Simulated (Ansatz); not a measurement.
`C[SiH2][SiH2]F` → `F[SiH2]C[SiH3]`  (isomerisation)

Calculated with Ansatz (gas phase, PBE0-D4/def2-TZVP geometries, no zero-point term in ΔE). CBS: MP2 limit from def2 TZ/QZ plus the TZ coupled-cluster correction, frozen cores. Functionals use def2-TZVPP. B3LYP here is the variant with VWN-RPA as its local correlation; programs differ in this. HSE06 is defined as in plane-wave codes. Each species was taken in one conformer, which may not be the lowest.

| level | ΔE (kJ/mol) | difference from CCSD(T)/CBS |
| --- | --- | --- |
| LDA (SPW92) | -12.3 | 9.4 |
| revPBE-D4 | -8.2 | 13.5 |
| r2SCAN-D4 | -16.3 | 5.4 |
| PBE0-D4 | -11.7 | 10.0 |
| HSE06-D4 | -11.6 | 10.1 |
| BHLYP-D4 | -21.3 | 0.4 |
| CAM-B3LYP-D4 | -20.2 | 1.5 |
| BLYP | -10.3 | 11.4 |
| r2SCAN | -16.2 | 5.5 |
| B3LYP | -14.6 | 7.1 |
| HSE06 | -11.0 | 10.7 |
| CAM-B3LYP | -19.7 | 2.0 |
| MP2/def2-TZVPP | -28.9 | -7.2 |
| CCSD(T)/def2-TZVPP | -22.5 | -0.8 |
| HF/def2-QZVPP | -25.8 | -4.1 |
| SCS-MP2/def2-QZVPP | -27.5 | -5.8 |
| CCSD(T)/CBS | -21.7 | 0 |

Largest T1 diagnostic among the species: 0.012.

From PBE to PBE0 (25 % exact exchange), in def2-TZVPP and without D4, ΔE moves by −5.1 kJ/mol. Leaving LDA and LC-ωPBE aside and taking each functional with its dispersion term where it has one, the values, not all of them listed here, spread over 18.2 kJ/mol, from ωB97M-V to PBE-D4. LDA lies −6.4 kJ/mol from PBE without D4.

CCSD(T)/CBS has its own doubt, a few kJ/mol and more with outer-core shells, so smaller differences from it don't rank the levels.
